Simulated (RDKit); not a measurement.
Internal rotation in SMILES C(CCS)#N. Scanned: dihedral C2–C3–C4–S5 and dihedral C3–C4–S5–H10; all other coordinates were relaxed at GFN2-xTB. Points at φ and −φ are mirror images.

Atom numbering (GFN2-xTB optimised geometry, Å):
```
10

N     -0.0972     2.4115     0.7493
C     -0.4524     1.4130     0.3219
C     -0.8545     0.1317    -0.2026
C      0.1800    -0.9429     0.1349
S      1.7584    -0.6925    -0.7549
H     -0.9684     0.2164    -1.2872
H     -1.8221    -0.1355     0.2331
H     -0.1734    -1.9213    -0.1885
H      0.3885    -0.9697     1.2046
H      2.0412     0.4893    -0.2106
```

Level of theory: UFF // GFN2-xTB (RDKit 2026.03.6).

Energy in kcal/mol above the lowest grid point; x is the dihedral C2–C3–C4–S5 (°), y the dihedral C3–C4–S5–H10 (°).

| y \ x | -150 | -120 | -90 | -60 | -30 | 0 | 30 | 60 | 90 | 120 | 150 | 180 |
|---|---|---|---|---|---|---|---|---|---|---|---|---|
| 180 | 2.3 | 4.7 | 2.2 | 1.0 | 5.5 | 9.0 | 5.5 | 1.0 | 2.2 | 4.7 | 2.3 | 0.0 |
| 150 | 3.0 | 5.4 | 3.0 | 1.8 | 6.0 | 9.4 | 6.2 | 1.7 | 2.9 | 5.3 | 3.0 | 0.7 |
| 120 | 3.7 | 6.1 | 3.7 | 2.5 | 6.6 | 9.8 | 6.5 | 2.3 | 3.7 | 6.1 | 3.7 | 1.4 |
| 90 | 3.0 | 5.2 | 2.9 | 1.8 | 5.9 | 8.9 | 5.6 | 1.7 | 3.1 | 5.4 | 2.9 | 0.7 |
| 60 | 2.6 | 4.6 | 2.3 | 2.0 | 6.2 | 8.5 | 5.1 | 1.1 | 2.5 | 4.7 | 2.2 | 0.2 |
| 30 | 4.4 | 6.4 | 3.4 | 4.0 | 11.1 | 12.4 | 6.7 | 2.2 | 4.1 | 6.3 | 3.3 | 1.3 |
| 0 | 5.1 | 8.2 | 4.9 | 3.6 | 11.4 | 17.3 | 11.4 | 3.6 | 4.9 | 8.2 | 5.1 | 2.3 |
| -30 | 3.3 | 6.3 | 4.1 | 2.2 | 6.7 | 12.4 | 11.1 | 4.0 | 3.4 | 6.4 | 4.4 | 1.3 |
| -60 | 2.2 | 4.7 | 2.5 | 1.1 | 5.1 | 8.5 | 6.2 | 2.0 | 2.3 | 4.6 | 2.6 | 0.2 |
| -90 | 2.9 | 5.4 | 3.1 | 1.7 | 5.6 | 8.9 | 5.9 | 1.8 | 2.9 | 5.2 | 3.0 | 0.7 |
| -120 | 3.7 | 6.1 | 3.7 | 2.3 | 6.5 | 9.8 | 6.6 | 2.5 | 3.7 | 6.1 | 3.7 | 1.4 |
| -150 | 3.0 | 5.3 | 2.9 | 1.7 | 6.2 | 9.4 | 6.0 | 1.8 | 3.0 | 5.4 | 3.0 | 0.7 |

The six lowest points that lie below all their neighbours on the grid: x = 180, y = 180 (0.0 kcal/mol); x = 180, y = -60 (0.2 kcal/mol); x = 180, y = 60 (0.2 kcal/mol); x = -60, y = 180 (1.0 kcal/mol); x = 60, y = 180 (1.0 kcal/mol); x = -60, y = -60 (1.1 kcal/mol). The lowest path on the grid from the first to the second passes x = 180, y = -120 at 1.4 kcal/mol.
